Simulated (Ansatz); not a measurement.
Stepwise reaction of `S[SiH](S)S` with hydrogen chloride, as a gas-phase model of exchange steps in deposition or etching. ΔE in kJ/mol.

Gas-phase electronic energies from Ansatz, PBE0-D4/def2-TZVP geometries. CCSD(T)/CBS adds triple-zeta CCSD(T) − MP2 to the extrapolated MP2 energy (def2 sets, frozen cores). This one scheme is used for every species. Functionals use def2-TZVPP. B3LYP here is the variant with VWN-RPA as its local correlation; programs differ in this. Each species was taken in one conformer, which may not be the lowest.

| step | reaction | PBE-D4 | B3LYP-D4 | ωB97M-V | CCSD(T)/CBS |
| --- | --- | --- | --- | --- | --- |
| 1 | `S[SiH](S)S` + HCl → `S[SiH](S)Cl` + H₂S | -29.2 | -34.3 | -36.2 | -33.5 |
| 2 | `S[SiH](S)Cl` + HCl → `S[SiH](Cl)Cl` + H₂S | -31.5 | -37.0 | -38.8 | -36.3 |
| 3 | `S[SiH](Cl)Cl` + HCl → `Cl[SiH](Cl)Cl` + H₂S | -31.9 | -36.9 | -38.5 | -36.2 |

(1) By hand: ΔE of the 3 steps together at CCSD(T)/CBS.

Results:

(1) (-33.5) + (-36.3) + (-36.2) = -106.0 kJ/mol, or -35.3 kJ/mol a step.

In ΔE the steps differ by no more than 2.8 kJ/mol. All are downhill at CCSD(T)/CBS. PBE-D4 differs from CCSD(T)/CBS by 4.3 to 4.8 kJ/mol a step. Isolated molecules leave out the surface, adducts and barriers. Largest T1 diagnostic: 0.012.
